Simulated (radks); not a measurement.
Ti III, 20 electrons, occupied as [Ar] 3d2. All-electron calculation, scalar-relativistic Kohn-Sham, LDA (Slater exchange, Perdew-Wang correlation), spin-polarised, spherical densities, point nucleus; open shells are filled with parallel spins first. Program: a radial shooting solver on a logarithmic mesh with Libxc functionals.

Unscreened Slater integrals over Kohn-Sham orbitals (hartree). They are taken over the spin-up orbitals.

| integral | value |
|---|---|
| F0(3d,3d) | 0.65296 |
| F2(3d,3d) | 0.29957 |
| F4(3d,3d) | 0.18585 |
| F0(3d,3p) | 0.72984 |
| F2(3d,3p) | 0.34079 |
| G1(3d,3p) | 0.42558 |
| G3(3d,3p) | 0.25502 |
| F0(3d,3s) | 0.75097 |
| G2(3d,3s) | 0.31995 |
| F0(3d,2p) | 0.92203 |
| F2(3d,2p) | 0.15109 |
| G1(3d,2p) | 0.10328 |
| G3(3d,2p) | 0.058415 |
| F0(3p,3p) | 0.83425 |
| F2(3p,3p) | 0.41724 |
| F0(3p,3s) | 0.86235 |
| G1(3p,3s) | 0.57166 |
| F0(3p,2p) | 1.1379 |
| F2(3p,2p) | 0.21790 |
| G0(3p,2p) | 0.085865 |
| G2(3p,2p) | 0.088789 |
| F0(3s,3s) | 0.89361 |
| F0(3s,2p) | 1.1910 |
| G1(3s,2p) | 0.096383 |
| F0(2p,2p) | 3.1490 |
| F2(2p,2p) | 1.4749 |

Derived for the open shells (J is the average intra-shell exchange parameter used in DFT+U). 3d: Racah B = F2/49 - 5 F4/441 = 0.004007 hartree, C = 35 F4/441 = 0.01475 hartree, C/B = 3.68, F4/F2 = 0.620, J = (F2 + F4)/14 = 0.03467 hartree.
